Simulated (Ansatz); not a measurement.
## From F to I: the HOMO–LUMO gap

One atom is swapped for its congeners: C2H4ClF (1-chloro-1-fluoroethane) `CC(F)Cl`; C2H4Cl2 (1,1-dichloroethane) `CC(Cl)Cl`; C2H4ClI `CC(Cl)I`. The Br member is missing. All are singlets with charge 0.

Shapes, held fixed at every level: PBE0-D4/def2-TZVP. Programs: Ansatz 0.2.0. Values in eV.

| level | C2H4ClF | C2H4Cl2 | C2H4ClI |
| --- | --- | --- | --- |
| SPW92/def2-TZVPP | 6.79 | 6.12 | 4.05 |
| PBE-D4/def2-TZVPP | 6.88 | 6.18 | 4.09 |
| r2SCAN-D4/def2-TZVPP | 7.53 | 6.75 | 4.53 |
| B3LYP-D4/def2-TZVPP | 8.90 | 8.16 | 5.67 |
| PBE0-D4/def2-TZVPP | 9.47 | 8.72 | 6.16 |
| wB97X-V/def2-TZVPP | 14.18 | 13.48 | 10.58 |

At wB97X-V/def2-TZVPP the HOMO–LUMO gap falls at every step, from 14.18 to 10.58 eV. Every level shows the same order. For atoms past krypton def2 sets carry core potentials with scalar relativity. Orbital gaps aren't excitation energies, and the LUMO depends on the basis.
